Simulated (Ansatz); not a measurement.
Z-matrix (Å, degrees):
```
Si
Si 1 2.324
H 1 1.488 2 111.5
H 1 1.491 2 113.3 3 122.6
H 1 1.491 2 107.7 3 -118.5
C 2 1.935 1 111.4 3 162.0
Al 2 2.327 1 115.3 3 103.5
H 2 1.491 1 113.4 3 -63.5
H 6 1.089 2 118.8 1 19.3
H 6 1.097 2 111.8 1 147.6
H 7 1.580 2 164.5 1 -78.8
```

Total charge 0; spin multiplicity 1.

Q: List the PBE0/def2-TZVPP orbital energies in eV (Ansatz). (Best estimate.)

A: Ansatz gave: Occupied: -1802.34, -1802.21, -1528.13, -277.63, -144.71, -144.55, -114.00, -99.36, -99.36, -99.35, -99.21, -99.20, -99.19, -74.13, -73.93, -73.89, -19.00, -15.31, -13.42, -11.51, -11.41, -10.15, -9.73, -9.64, -8.29, -7.36, -6.04. Lowest empty: -1.93, -0.84, 0.07, 0.67, 0.89, 1.09, 1.48, 1.74.
